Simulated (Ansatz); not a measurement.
Consider the redistribution: `[Cl][GeH2][NH][SiH](Cl)Cl` + `O[SiH](O)[SiH3]` → `[SiH3][GeH2][Cl]` + `O[SiH](O)N[SiH](Cl)Cl`.

Program: Ansatz. Geometries: PBE0-D4/def2-TZVP. ΔE: electronic, gas phase. CCSD(T)/CBS adds triple-zeta CCSD(T) − MP2 to the extrapolated MP2 energy (def2 sets, frozen cores). This one scheme is used for every species. DFT in def2-TZVPP. B3LYP here is the variant with VWN-RPA as its local correlation; programs differ in this. For Ge outer-core shells are correlated without core-valence functions, which leaves a few kJ/mol of doubt a bond. Scalar relativity is left out up to krypton. One conformer a species, not always the lowest.

| level | ΔE (kcal/mol) | difference from CCSD(T)/CBS |
| --- | --- | --- |
| PBE-D4 | -19.2 | 1.6 |
| PBE0-D4 | -20.4 | 0.4 |
| ωB97M-V | -21.8 | -1.0 |
| B2PLYP | -20.6 | 0.2 |
| PBE | -19.2 | 1.6 |
| B3LYP | -20.8 | 0.0 |
| MP2/def2-TZVPP | -20.3 | 0.5 |
| CCSD/def2-TZVPP | -20.4 | 0.4 |
| HF/def2-QZVPP | -21.9 | -1.1 |
| HF/CBS(def2) | -22.0 | -1.2 |
| CCSD(T)/CBS | -20.8 | 0 |

Largest T1 diagnostic among the species: 0.013.

In def2-TZVPP, CCSD(T) changes the Hartree–Fock value by +1.8 kcal/mol (the triples alone add +0.5 kcal/mol) and MP2 by +1.5 kcal/mol. From PBE to PBE0 (25 % exact exchange), in def2-TZVPP and without D4, ΔE moves by −1.2 kcal/mol.
